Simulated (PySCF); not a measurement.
## Orbital energies and ionisation energy

Compound: C4H9As.
Atom-mapped SMILES: `[CH2:1]1[CH2:2][CH2:3][AsH:4][CH2:5]1` (hydrogens: H6, H7 on C1; H8, H9 on C2; H10, H11 on C3; H12 on As4; H13, H14 on C5)

Structure used (PBE0-D3(BJ)/def2-SVP), in Å, numbered top down from 1:
```
atom  x, y, z in Å
C1     0.4568   -0.7774   -0.6682
C2    -0.9660   -0.6495   -0.1324
C3    -1.2012    0.7860    0.3434
As4    0.5464    1.4674    1.0439
C5     1.4013   -0.1975    0.3757
H6     0.7024   -1.8264   -0.9066
H7     0.5508   -0.2077   -1.6094
H8    -1.7119   -0.9502   -0.8866
H9    -1.0891   -1.3429    0.7178
H10   -1.9627    0.8445    1.1338
H11   -1.5241    1.4420   -0.4775
H12    0.8798    2.2744   -0.2116
H13    2.4113    0.0121   -0.0046
H14    1.5049   -0.8758    1.2380
```

Level: wB97X-D/def2-SVPD (PySCF). Frontier orbitals with their largest atomic shares (Löwdin; up to four atoms above 4 %):

```csv
orbital,ε (eV),main atoms
HOMO−3,-11.16,"C1 21 %, C2 20 %, H7 13 %, H9 12 %"
HOMO−2,-10.69,"As4 28 %, H12 22 %, C3 15 %, C5 8 %"
HOMO−1,-10.27,"As4 28 %, C5 26 %, C3 21 %, C1 5 %"
HOMO,-8.58,?
LUMO,2.00,"As4 31 %, H12 12 %, C5 11 %, C3 8 %"
LUMO+1,2.21,"As4 40 %, C3 15 %, C5 10 %, H12 9 %"
LUMO+2,2.94,"As4 16 %, C2 14 %, H6 13 %, H9 12 %"
```

Problem. What vertical ionisation energy does ΔSCF give, and how far is −ε(HOMO) from it?

Solution. ΔSCF: 8.90 eV (859 kJ/mol; threshold wavelength 139 nm); ⟨S²⟩ of the doublet left behind is 0.752, against 0.75 for a pure doublet. −ε(HOMO) is 8.58 eV, 0.32 eV below it. In exact Kohn–Sham theory the two would be equal; wB97X-D (range-separated hybrid) falls short of its own ΔSCF value by 4 %. Holes in the HOMO−1 and HOMO−2 were tried too where these lie within 1.2 eV of the HOMO; the lowest converged state counts.

Problem. On which atoms does the HOMO lie?

Solution. As4 (arsenic bonded to 2 C and H) 62 %, C3 (ring CH2 carbon) 10 %, C5 (ring CH2 carbon) 9 %, H12 (hydrogen on arsenic) 7 %, so more than half of it is on one atom. The HOMO−1 lies 1.69 eV lower.

Problem. With α = 77.6 au, estimate the like-pair dispersion coefficient by London's formula C6 = (3/4)α²I.

Solution. I = 0.3272 Eh, so C6 ≈ 1480 au, a rough estimate.

Problem. What total energies stand behind the ΔSCF value?

Solution. E(N) = -2393.34924 Eh and E(N − 1) = -2393.02206 Eh at the same geometry, 0.32718 Eh apart.

Problem. What kinetic energy would electrons from this vertical process carry with Lyman-α light (10.199 eV)?

Solution. 10.20 − 8.90 = 1.30 eV.

Isolated species at its PBE0-D3(BJ)/def2-SVP geometry (one conformer only). The calculation is non-relativistic, for arsenic too.

wB97X-D is run here without its empirical dispersion term; that term would change no orbital, density or response property at a fixed geometry.
